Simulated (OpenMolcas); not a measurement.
# Dy2+ in KCdF3: curves along the breathing mode

Dy2+ with its 6 nearest fluoride ions, on the Cd site of idealised cubic KCdF3 (a = 4.302 Å, distance in the model lattice 2.151 Å). The rest of the host is ab initio model potentials to 7.6 Å, with orthogonalisation functions on the cations behind the ligands, and point charges beyond; the distance is set by hand and nothing relaxes. Ligand basis ANO-RCC-VDZP.

```yaml
Program: OpenMolcas
Method: CASSCF
Basis: ANO-RCC-VDZP [7s6p4d2f1g]
Scalar_Hamiltonian: DKH2, point nucleus
Active_space: 10 electrons in 7 orbitals (4f)
State_averaging: 2S+1 = 5 even, 35 roots (33 in the spin-orbit step); 2S+1 = 3 even, 106 roots kept (CI in the orbitals of an earlier block); 2S+1 = 1 even, 31 roots kept (CI in the orbitals of an earlier block)
Spin-orbit_coupling: state interaction with AMFI integrals over the reference wave functions
```

Spin-free energies (labels of O, the rotations of Oh) in cm-1 above the lowest fitted minimum, as all ligands move together:

```
R (Å)    5A2    5T2     5E    5T1  5T1(2)  5A2(2)    3T1
2.148    970   1130   1250   1580   17530   18010  20660
2.199     50    190    290    580   16580   17000  19710
2.249   2760   2870   2960   3210   19270   19630  22390
  2.3   9130   9230   9300   9530   25630   25940  28740
2.401  32950  33020  33070  33250   49420   49670  52520
2.452  51190  51250  51290  51450   67650   67870  70750
```

Cubic fits give the following; the wavenumber is harmonic, with the mass of all moving ligands, small differences in it between states hang on the degree of the fit, a number in brackets counts states of one label, and the table is a selection of at most 14 states with clean curves.

| State | R0 (Å) | Breathing mode (cm-1) | Minimum (cm-1) |
| --- | --- | --- | --- |
| 5A2 | 2.186 | 630 | 0 |
| 5T2 | 2.186 | 631 | 140 |
| 5E | 2.186 | 631 | 250 |
| 5T1 | 2.187 | 632 | 550 |
| 5T1(2) | 2.186 | 631 | 16540 |
| 5A2(2) | 2.187 | 632 | 16970 |
| 3T1 | 2.186 | 631 | 19670 |
| 3T2 | 2.186 | 631 | 19680 |
| 3A2 | 2.186 | 631 | 19770 |
| 3T2(2) | 2.186 | 631 | 19790 |
| 3E | 2.186 | 631 | 19790 |
| 3T1(2) | 2.186 | 631 | 19810 |
| 3T2(3) | 2.186 | 630 | 24990 |
| 3T1(3) | 2.186 | 630 | 25010 |

For an f ion spin-orbit coupling outweighs the ligand field, so these spin-free curves are not those of observable levels.

High states are left out of the spin-orbit mixing, which shifts the levels that they would mix with. Without dynamic correlation the ligand-field splitting of an f shell can come out too small, at times by half. A group larger than the point group allows holds several states that coincide in this model. No measured value stands beside these numbers.
